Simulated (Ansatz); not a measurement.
MgMeI (CH3IMg). Charge 0, multiplicity 3. Geometry PBE-D4/def2-TZVP, that of the neutral singlet; atoms count from 1.

```xyz
6

Mg    0.309   -0.363   -1.054
C    -0.253    0.286    0.842
H    -1.347    0.271    0.960
H     0.091    1.315    1.023
H     0.178   -0.356    1.623
I     1.023   -1.154   -3.394
```

In the def2 sets I takes a core potential; there is no spin–orbit coupling. At PBE0-D4/def2-TZVP a singlet of charge 0 lies 4.40 eV below the triplet at the same geometry.

Q: Estimate the Mulliken populations from the PBE0/def2-TZVP orbitals of Ansatz.

A: 
```csv
atom,charge (e),spin (α − β)
Mg1,0.06,1.03
C2,-0.34,0.63
H3,0.18,0.02
H4,0.18,0.02
H5,0.18,0.02
I6,-0.26,0.29
```
Mulliken values depend strongly on the basis.

Q: Where does the spin sit?

A: Summed by element: Mg 1.03, C 0.63, H 0.05, I 0.29, of 2 unpaired in all. Largest on single atoms: Mg1 1.03, C2 0.63, I6 0.29.

Q: And the Mayer bond orders between heavy atoms (over 0.3)?

A: Mg1–I6 0.85 (2.57 Å).
